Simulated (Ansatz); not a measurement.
Born–Oppenheimer molecular dynamics of BClH3NO (7 atoms, charge 0, multiplicity 1). It starts from a relaxed structure.

These are results of RKS PBE0/6-31G* (Ansatz 0.2.0), not measurements.

```yaml
ensemble: NVE (velocity Verlet)
time_step: 0.5 fs
steps_asked: 250
starting_velocities_drawn_for: 300 K
seed: 154736
```

First frame:

```xyz
7
Properties=species:S:1:pos:R:3
B 0.018 -0.092 0.030
N -0.009 -0.044 1.434
H -0.831 -0.210 1.994
H 0.818 0.163 1.971
Cl 1.566 0.227 -0.792
O -1.046 -0.363 -0.777
H -1.857 -0.528 -0.281
```

Problem. How far do the bonds stretch over the last three quarters of this one trajectory? (Pairs bonded in most of those frames.)

Solution. 
```tsv
bond	mean (Å)	spread (Å)	shortest	longest
B1–N2	1.407	0.019	1.37	1.44
B1–Cl5	1.783	0.010	1.76	1.80
B1–O6	1.364	0.015	1.33	1.39
N2–H3	1.010	0.013	0.98	1.04
N2–H4	1.010	0.014	0.99	1.03
O6–H7	0.966	0.021	0.93	1.00
```

Mean temperature of the second half: 148 K. The conserved energy stayed within 0.23 meV per atom of its start (net change 0.069 meV per atom), so the integration is sound. Over the second half the temperature averaged 0.49 of the 300 K drawn at the start: a run that starts near a minimum puts about half its kinetic energy into the potential. A run of 0.12 ps of so small a system gives no equilibrium averages.

Run time: 5.3 min on 1 thread of Intel(R) Xeon(R) 6975P-C (Granite Rapids), with other jobs on the host, peak memory 0.15 GiB.
